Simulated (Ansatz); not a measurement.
Two isomers of C3H6BN: A = `BC1C=CN1`, B = `BC1(C)C=N1`.

Calculated with Ansatz (gas phase, PBE0-D4/def2-TZVP geometries, no zero-point term in ΔE). CBS: MP2 limit from def2 TZ/QZ plus the TZ coupled-cluster correction, frozen cores. DFT in def2-TZVPP. B3LYP here is the variant with VWN-RPA as its local correlation; programs differ in this.

(1) Which is lower in electronic energy at CCSD(T)/CBS, and by how much? (An estimate is asked.)

(2) Give E(B) − E(A) in kcal/mol with r2SCAN-D4, B2PLYP, BLYP-D4, B3LYP, HF/def2-TZVPP, ωB97M-V, B3LYP-D4. (An estimate is asked.)

(3) Does the order hold for the free energy at 298.15 K (harmonic terms from PBE0-D4)? (Best estimate.)

Largest T1 diagnostic: 0.015.

## Answers

(1) Computed: A, by 5.7 kcal/mol.

(2) Ansatz gave: r2SCAN-D4 8.3, B2PLYP 5.0, BLYP-D4 4.1, B3LYP 4.8, HF/def2-TZVPP -1.9, ωB97M-V 7.1, B3LYP-D4 5.1. The order is the other way round with HF/def2-TZVPP.

(3) Ansatz gave: Yes: G(B) − G(A) = +2.4 kcal/mol.

Leaving LDA and LC-ωPBE aside and taking each functional with its dispersion term where it has one, the values, not all of them listed here, spread over 6.5 kcal/mol, from BLYP-D4 to HSE06-D4. LDA lies +9.6 kcal/mol from PBE without D4. In def2-TZVPP, CCSD(T) changes the Hartree–Fock value by +6.8 kcal/mol (the triples alone add +1.1 kcal/mol) and MP2 by +8.7 kcal/mol.
